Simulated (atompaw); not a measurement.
## Before and after: PAW (atompaw) potential for silver (Ag)

* Element: silver (Ag)
* Generator: atompaw 4.2.0.5
* Type: PAW
* Functional: PBEsol
* Relativity: scalar-relativistic
* Frozen core: [Kr]
* Valence charge: 11
* Reference configuration: 4d10 5s0 5p0 (charge +1)
* Partial waves: 5s (bound, empty): rc 2.75 bohr; 5s channel at -0.5 Ry: rc 2.75 bohr; 5p (bound, empty): rc 2.75 bohr; 5p channel at 1.75 Ry: rc 2.75 bohr; 4d (bound): rc 2.75 bohr; 4d channel at -0.1 Ry: rc 1.10 bohr
* Local potential: ultrasoft scheme with l = 3 at 0 Ry, radius 2.35 bohr
* Core correction: smooth core density matched at 1.55 bohr
* Augmentation charge: sinc compensation charge, radius 2.25 bohr; PAW radius 2.75 bohr; waves and projectors: custom polynom2 7 10 vanderbiltortho

All-electron outer shells of the reference configuration (PBEsol, scalar-relativistic, ld1.x):

```csv
shell,level (eV),outermost node (bohr),outermost maximum (bohr)
4p,-66.76,0.44,0.87
4d,-15.64,0.43,1.04
5s,-11.23,1.11,2.37
5p,-6.17,1.24,3.04
```

Change: local potential ultrasoft scheme with l = 3 at 0 Ry, radius 1.40 bohr.

Cutoffs: the cutoffs (Ry, on a coarse ladder) from which the occupation-weighted sum of valence levels, in a spherical-Bessel basis at the reference potential, stays within 10 and 1 mRy of its value at 400 Ry; they do not see the model core or the augmentation charge, which bear on the density cutoff.

Question: What does the change do?

Answer: The potential gets harder (30 Ry and 60 Ry → 30 Ry and 70 Ry); a bound ghost appears in d, p, s, which as a rule spoils a file; the range in which the s phases agree widens (upper end 1.2 → 2.2). A state that the projectors do not describe sees the local part alone, so a deeper or shallower local part can create or remove a ghost.

```tsv
quantity	base	changed
cutoff, loose	30 Ry	30 Ry
cutoff, tight	60 Ry	70 Ry
bound ghosts	none	s, p, d
s: phases at 2.75 bohr within 0.05 rad from the reference energy up to (Ry; the scan ends near 5)	1.2	2.2
p: phases at 2.75 bohr within 0.05 rad from the reference energy up to (Ry; the scan ends near 5)	3.8	4.6
d: phases at 2.75 bohr within 0.05 rad from the reference energy up to (Ry; the scan ends near 5)	1.0	0.6
lowest overlap eigenvalue by channel	s 0.89, p 0.90, d 0.57	s 0.87, p 0.90, d 0.60
```

 A true bound ghost makes a file unfit for plane-wave use even where its test errors are small: the radial tests pick states by their node count and pass the ghost by. The cutoffs see the waves, projectors and local potential, not the compensation charge or the core.
